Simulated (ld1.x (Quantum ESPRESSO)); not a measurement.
What one change does to a pseudopotential (Lu (Z = 71), ultrasoft)

ld1.x (Quantum ESPRESSO) 7.5 input, shortened:

```
&input
   title='Lu', zed=71., rel=1, dft='PBE', iswitch=3,
   config='[Xe] 4f14 5d1 6s2 6p0'
 /
 &inputp
   pseudotype=3, tm=.true., lloc=-1, rcloc=4.05,
   nlcc=.false.,
   which_augfun='PSQ', rmatch_augfun_nc=.true.
 /
6
6S  1  0   2.00   0.00  2.50  3.45  0.0
6S  1  0   0.00   0.45  2.50  3.45  0.0
6P  2  1   0.00   0.00  3.40  4.40  0.0
6P  2  1   0.00   3.00  3.40  4.40  0.0
5D  3  2   1.00   0.00  2.30  2.45  0.0
5D  3  2   0.00   0.60  2.30  2.45  0.0
 &test
   configts(1)='5d1 6s2 6p0'
 /
```

Change: core correction a·sin(br)/r model core inside 1.98 bohr.

Cutoffs: the cutoffs (Ry, on a coarse ladder) from which the occupation-weighted sum of valence levels, in a spherical-Bessel basis at the reference potential, stays within 10 and 1 mRy of its value at 400 Ry; they do not see the model core or the augmentation charge, which bear on the density cutoff. Errors are all-electron minus pseudo energies relative to the spin-unpolarised reference configuration.

Task: What does the change do?

Result: The potential gets neither clearly harder nor softer (12 Ry and 18 Ry → 12 Ry and 18 Ry); of the 7 tests that both files solve, the error grows in 2 and shrinks in 5 by more than 15 % and 0.3 meV (median size 58.1 → 30.8 meV); neither file shows a bound ghost. A model core, the more so a compact one, raises the density cutoff, which this test does not measure.

```tsv
quantity	base	changed
cutoff, loose	12 Ry	12 Ry
cutoff, tight	18 Ry	18 Ry
bound ghosts	none	none
error for 5d1 6s1 6p0, meV [ΔE 7.37 eV]	+3.3	-7.7
error for 5d1 6s0 6p0, meV [ΔE 20.64 eV]	+209	-52
error for 5d1 6s1.5 6p0, meV [ΔE 2.99 eV]	-0.4	-1.9
error for 5d1 6s0 6p1, meV [ΔE 11.61 eV]	+58	-29
error for 5d2 6s0 6p0, meV [ΔE 9.89 eV]	+178	-57
error for 5d0 6s2 6p1, meV [ΔE 0.95 eV]	+186	-106
error for 5d2 6s1 6p0, meV [ΔE 3.01 eV]	+46	-31
s: phases at 4.74 bohr within 0.05 rad from the reference energy up to (Ry; the scan ends near 5)	2.7	2.7
p: phases at 4.74 bohr within 0.05 rad from the reference energy up to (Ry; the scan ends near 5)	0.9	0.9
d: phases at 4.74 bohr within 0.05 rad from the reference energy up to (Ry; the scan ends near 5)	2.6	2.6
lowest overlap eigenvalue by channel	s 0.39, p 0.23, d 0.99	s 0.39, p 0.23, d 0.99
```
